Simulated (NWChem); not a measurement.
# C4H3B; SMILES C#CBC#C

Computed with NWChem. All runs use the structure optimised with PBE0/def2-SVP. LC-ωPBE (HJS hole) with def2-SVP; x = 1 − exp(−ω/0.25 bohr⁻¹) is a scale chosen for this fit.

| row | x | −ε(HOMO) (eV) |
|---|---|---|
| ω = 0.05 | 0.181 | 7.59 |
| ω = 0.15 | 0.451 | withheld |
| ω = 0.40 | 0.798 | 10.92 |
| ω = 0.50 | 0.865 | 11.30 |
| ω = 0.60 | 0.909 | 11.55 |

Problem. Fit a straight line of the last column on the one before it, predict the withheld value, and compare with the run.

Solution. 
1. Means of the 4 shown rows: x = 0.6883, y = 10.340. Slope Σ(x − x̄)(y − ȳ)/Σ(x − x̄)² = 1.895/0.3493 = 5.426; intercept 6.606.
2. The shown rows scatter about the line by 0.010 (root mean square); the largest residual is -0.02, at ω = 0.40.
3. At x = 0.451 (ω = 0.15; inside the shown range) the line gives 9.05.
4. The run gives 8.95, -0.10 from the line.
